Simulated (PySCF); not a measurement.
A species of formula C3H5BOSe has this rotational fingerprint, computed with PBE0-D3(BJ)/def2-SVP geometry optimisation, gas phase in PySCF:

- Rotational constants: A = 4368, B = 1924, C = 1564 MHz
- Dipole components: |μa| = 0.48 D, |μb| = 1.62 D, |μc| = 0.31 D
- Inertial defect: -55.37 u·Å²
- κ: -0.74

Task: Which candidate fits, each taken in the one conformer that was computed?
A. `[BH:1]1[CH:2]=[CH:3][Se:4][CH2:5][O:6]1` with O6–B1–C2–C3 25°, C2–C3–Se4–C5 -19°, C3–Se4–C5–O6 52°, Se4–C5–O6–B1 -54°
B. `[BH2:1][O:2][C@@H:3]1[CH:4]=[CH:5][Se:6]1` with H–B1–O2–C3 1° and -179°, B1–O2–C3–C4 43°

Result: B. It is BO[C@@H]1C=C[Se]1, an asymmetric top, point group C1. The candidates at the same level (rigid rotor, commonest isotopes):

```
           SMILES  A (MHz)  B (MHz)  C (MHz)  μa (D)  μb (D)  μc (D)  Δ (u·Å²)  point group           rotor
     B1C=C[Se]CO1     4393     2227     1555    1.04    0.35    1.10    -16.88           C1  asymmetric top
BO[C@@H]1C=C[Se]1     4368     1924     1564    0.48    1.62    0.31    -55.37           C1  asymmetric top
```

`B1C=C[Se]CO1` has B 16 % too high. No structure here is proved a minimum.
